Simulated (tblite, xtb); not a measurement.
C2H3O (SMILES C=C=[OH+]), charge +1, singlet, at a GFN2-xTB geometry. Base run: GFN1-xTB (xtb).

The xtb input:
```
$ xtb mol.xyz --gfn 1 --chrg 1 --json

# file mol.xyz
6

C     -0.01166182    -0.08945283    -1.26513497
C     -0.00757544    -0.00008331    -0.00740794
H      0.04865840     0.76815996    -1.92812251
H     -0.05703832    -1.03326988    -1.79977604
O      0.10024135     0.07934483     1.19620992
H     -0.67812734     0.16756814     1.79347667
```

Programs used: tblite, xtb; a row that names a program was run with it.

Variants of this job, named by their change:

```tsv
change	ΔE vs base (mEh)	HOMO-LUMO gap (eV)	G_solv (kcal/mol)	SCF cycles
base	0.000	4.21	-	10
program = tblite; method = gfn1; option = (--efield, 0,0,0.1)	0.137	-	-	-
program = tblite; method = gfn1; option = --spin-polarized	0.000	-	-	-
file = coord	0.000	4.21	-	10
program = tblite; method = gfn1	0.000	-	-	-
gbsa = acetonitrile	[?]	[?]	[?]	9
alpb = dmf	[?]	4.22	[?]	10
program = tblite; method = gfn1; option = --grad	0.000	-	-	-
alpb = dmso	-102.6	4.22	-65.08	8
```

**Question.** Complete the blanks.

**Answer.** 
- gbsa = acetonitrile, ΔE vs base (mEh): -105.9
- gbsa = acetonitrile, HOMO-LUMO gap (eV): 4.20
- gbsa = acetonitrile, G_solv (kcal/mol): -66.79
- alpb = dmf, ΔE vs base (mEh): -96.516
- alpb = dmf, G_solv (kcal/mol): -60.98

ALPB and GBSA are two models with their own fitted parameters for each solvent, which aren't always the measured dielectric constant.
